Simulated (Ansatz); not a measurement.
Geometry optimisation, RHF/def2-SVP in Ansatz 0.2.0.

The input (input.yaml):

```yaml
crystal:
  periodic: [false, false, false]
  atoms:
    - { symbol: Mo, position_ang: [0.103799, -0.376708, -0.289093] }
    - { symbol: F, position_ang: [0.204805, 0.136953, 2.624473] }
    - { symbol: Cl, position_ang: [2.402269, -0.529171, 0.377527] }
    - { symbol: Cl, position_ang: [-0.429511, 3.290751, 0.030953] }
    - { symbol: F, position_ang: [-1.456867, 0.480096, 0.04808] }
    - { symbol: F, position_ang: [0.13979, -2.205993, -0.340549] }
    - { symbol: Cl, position_ang: [0.178456, 0.048754, -2.547983] }
    - { symbol: Cl, position_ang: [0.962334, 1.817941, 0.229465] }
    - { symbol: H, position_ang: [1.003825, 0.553577, 2.481127] }
basis:
  gaussian: { orbitals: def2-SVP }
hamiltonian:
  xc: hf
relax:
  f_tol: 0.03
  max_steps: 50
```

Launched with:

```bash
$ ansatz run input.yaml --threads 4 --pin off --max-ram 5120MiB --backend cpu --events-out ev --progress --plain --runs-dir out
```

**Question.** Where does it end, and by what steps?

**Answer.** The run converged. The force dipped under the threshold on the way, but the program's further checks kept it going. After 22 steps the energy has fallen by 1.447 eV; Cl8 moved furthest, 1.94 Å. Parted: Mo1–Cl8 (2.41 → 4.61 Å). Joined: Mo1–F2 (2.96 → 2.35 Å).

```
step  energy less start (eV)  largest force component (eV/Å)  accepted
   0                  0.0000                           2.997       yes
   1                 -0.5359                           1.146       yes
   2                 -0.7375                           1.930       yes
   3                 -0.9180                           0.858       yes
   4                 -1.0501                           0.318       yes
   5                 -1.1784                           0.363       yes
   6                 -1.2804                           0.249       yes
   7                 -1.3642                           0.228       yes
   8                 -1.4098                           0.247       yes
   9                 -1.4281                           0.254       yes
  10                 -1.4397                           0.160       yes
  11                 -1.4417                           0.113       yes
  12                 -1.4445                           0.081       yes
  13                 -1.4452                           0.041       yes
  14                 -1.4457                           0.005       yes
  15                 -1.4451                           0.187        no
  16                 -1.4461                           0.037       yes
  17                 -1.4462                           0.066       yes
  18                 -1.4463                           0.047       yes
  19                 -1.4466                           0.035       yes
  20                 -1.4468                           0.025       yes
  21                 -1.4469                           0.056       yes
  22                 -1.4470                           0.029       yes
```

```xyz
9
Properties=species:S:1:pos:R:3
Mo 0.086 -0.810 -0.118
F 0.020 -0.844 2.227
Cl 2.252 -0.146 0.383
Cl -0.527 4.674 0.069
F -0.960 0.636 0.131
F 0.087 -2.599 0.106
Cl 0.139 -0.774 -2.423
Cl 1.180 3.666 -0.325
H 0.832 -0.587 2.564
```

Whether the end is a true minimum wasn't checked by a vibrational analysis.

The run took 80 s on 4 threads of Arm Neoverse V1, on a shared host, peak memory 0.62 GiB.
